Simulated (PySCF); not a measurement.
# Energy of Mn²⁺ (manganese, charge +2) between two integer charges

The 3d alpha orbital of [Ar] 3d5 is emptied in steps (occupation f), with all orbitals relaxed, ending at [Ar] 3d4. Calculation: PySCF 2.14, in aug-cc-pVDZ (7s6p4d2f, 59 functions); no relativity, point nucleus. The exact energy is a straight line in f; departures are measured from the line between the end points of the same method.

Among BHandHLYP, wB97X, BLYP, which shows the largest delocalisation error (convex curve), and which is closest to linear?

Most convex: BLYP (-2.136 eV at f = 0.5); closest to linear: BHandHLYP (-0.797 eV).

```tsv
f	BHandHLYP (eV)	wB97X (eV)	BLYP (eV)
1	0.000	0.000	0.000
0.75	-0.590	-0.612	-1.585
0.5	-0.797	-0.830	-2.136
0.25	-0.605	-0.633	-1.619
0	0.000	0.000	0.000
```

```tsv
method	E(f=0) − E(f=1) (eV)	−ε at f=1 (eV)	−ε at f=0.5 (eV)
BHandHLYP	33.879	30.775	33.840
wB97X	33.822	30.620	33.764
BLYP	34.196	25.845	34.104
```

Reference removal energy between the ground levels: 33.668 ± 0.012 eV (measured; NIST Atomic Spectra Database, ionization energies). The calculation has no spin-orbit coupling. The determinant left behind need not be the lowest term of the ion.
